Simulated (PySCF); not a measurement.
A small calculation by hand: dipole moment from atomic charges

Sn(F)3(NCO) (CF3NOSn), SMILES O=C=[N][Sn]([F])([F])[F]. Atoms are numbered in the order given.

```xyz
7

O      3.6288     0.3080     0.1599
C      2.5386    -0.0882     0.0549
N      1.4359    -0.5868    -0.0702
Sn    -0.4733    -0.0330    -0.0196
F     -1.1815    -0.1314     1.7568
F     -1.5125    -1.2035    -1.1167
F     -0.7116     1.7598    -0.6553
```
Charge 0, spin multiplicity 1.

The structure is a stationary point at B3LYP-D3(BJ)/def2-SVP. The structure was generated by enumeration; whether it is a known compound was not checked. The def2 effective core potentials stand for the cores of Sn; spin–orbit coupling is left out. Other conformers were not sampled.

Charges (e) from PBE0/def2-TZVP (PySCF):

```json
[
 {"atom": "O1", "Mulliken": "-0.185", "ESP fit": "-0.313"},
 {"atom": "C2", "Mulliken": "0.311", "ESP fit": "0.595"},
 {"atom": "N3", "Mulliken": "-0.434", "ESP fit": "-0.540"},
 {"atom": "Sn4", "Mulliken": "1.610", "ESP fit": "1.287"},
 {"atom": "F5", "Mulliken": "-0.434", "ESP fit": "-0.344"},
 {"atom": "F6", "Mulliken": "-0.434", "ESP fit": "-0.330"},
 {"atom": "F7", "Mulliken": "-0.435", "ESP fit": "-0.354"}
]
```

The dipole moment of the full density is 0.74 D.

What dipole moment does each set of point charges give, and which comes closer to that of the density?


μ = Σ q r, and 1 e Å = 4.8032 D.
Mulliken: Σ q r = (0.212, -0.069, -0.006) e Å, |μ| = 1.07 D.
ESP fit: Σ q r = (0.148, -0.055, -0.009) e Å, |μ| = 0.76 D.
ESP fit comes closer in size. Point charges leave out the atoms' own dipoles (lone pairs, polarised bonds); fits to the potential absorb them, partitions of the density don't.
